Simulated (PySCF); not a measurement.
Complete the spectrum of C4H4F3NO

Compound: C4H4F3NO.
SMILES: `CO[C@@H](C#N)C(F)(F)F`

Theory: TDDFT PBE0/def2-SVPD, vertical, gas phase, core orbitals frozen in the response in PySCF 2.14.0, density-fitted response routines. One conformer (not necessarily the lowest) at the GFN2-xTB geometry, without solvent, vibrations or thermal averaging. Torsions of this conformer, `[CH3:1][O:2][C@@H:3]([C:4]#[N:5])[C:6]([F:7])([F:8])[F:9]`: C1–O2–C3–C4 68°, O2–C3–C6–F7 60°.

Orbital energies (eV): HOMO-3 -10.93, HOMO-2 -10.54, HOMO-1 -10.20, HOMO -9.12, LUMO -0.53, LUMO+1 -0.10, LUMO+2 0.51.

Lowest singlets, with some entries withheld (?).

| state | ν̃ (cm⁻¹) | f | main configurations (H = HOMO, L = LUMO) |
| --- | --- | --- | --- |
| S1 | 56630 | ? | H→L (98%) |
| S2 | 60780 | ? | H-1→L (74%) |
| S3 | 61860 | ? | H→L+1 (94%) |
| S4 | 65300 | ? | H-2→L (49%), H-1→L+1 (32%) |
| S5 | 66750 | ? | H-2→L+1 (56%), H→L+2 (16%), H-2→L+2 (10%) |
| S6 | 67500 | ? | H→L+2 (82%), H-2→L+1 (11%) |
| S7 | 70210 | ? | H-3→L (78%), H-1→L (9%) |
| S8 | 72170 | ? | H→L+3 (72%), H-4→L (14%) |

(1) Fill in the withheld entries.

(2) Where do the lowest triplets lie (Tamm–Dancoff)?

(3) How far apart are S1 and S2, in eV and cm⁻¹?

(4) Which level carries the most intensity, and what share of the listed sum of f?

## Answers

(1) 
- S1: f = 0.0015
- S2: f = 0.0011
- S3: f = 0.013
- S4: f = 0.0040
- S5: f = 0.0091
- S6: f = 0.016
- S7: f = 0.0036
- S8: f = 0.018

(2) T1 6.26 eV, H-2→L (45%), H-1→L+1 (13%), H→L (9%); T2 6.60 eV, H→L (82%); T3 6.79 eV, H-1→L (58%), H-2→L+1 (14%). E(S1) − E(T1) = +0.76 eV.

(3) 7.536 − 7.021 = 0.515 eV, or about 4150 cm⁻¹.

(4) S8, with f = 0.018 of 0.066, 27%.

Time: 45 s wall; peak memory 0.87 GiB. Hardware: an Arm Neoverse V1 with one thread (shared host).
